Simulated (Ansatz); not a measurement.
Molecule: arsenic trifluoride, AsF3, charge 0, multiplicity 1. SMILES: F[As](F)F
Geometry from a B3LYP-D3(BJ)/def2-TZVP (Ansatz, a first-principles code) optimisation:
```
As
F 1 1.7294
F 1 1.7294 2 96.05
F 1 1.7294 2 96.05 3 -96.77
```
Charge 0, spin multiplicity 1.

Quantity: vertical ionisation energy to the doublet, in eV. Set-up: each state is the SCF solution reached for its charge and spin; dispersion terms only where a functional's name holds one; no spin-orbit coupling; UHF or UKS for open shells; non-relativistic; six Cartesian d functions in 6-31G* and its kin unless marked 5d; LANL2DZ with its own core potentials from Na on. First-principles rows: single points at B3LYP-D3(BJ) geometries (Ansatz).

```json
[
 {"level": "B3LYP/STO-3G", "program": "Ansatz", "vertical ionisation energy to the doublet (eV)": "7.58"},
 {"level": "B3LYP/3-21G", "program": "Ansatz", "vertical ionisation energy to the doublet (eV)": "11.77"},
 {"level": "B3LYP/6-31G*", "program": "Ansatz", "vertical ionisation energy to the doublet (eV)": "12.34"},
 {"level": "B3LYP/6-31G* with LANL2DZ past Ar", "program": "Ansatz", "vertical ionisation energy to the doublet (eV)": "12.27"},
 {"level": "B3LYP/def2-TZVPD", "program": "Ansatz", "vertical ionisation energy to the doublet (eV)": "12.72"}
]
```

No value to compare with is used here. The 4 habitual levels span 7.58 (B3LYP/STO-3G) to 12.34 eV (B3LYP/6-31G*); B3LYP/def2-TZVPD gives 12.72.

The sets are all those run for this method; runs whose electronic state is in doubt are left out.
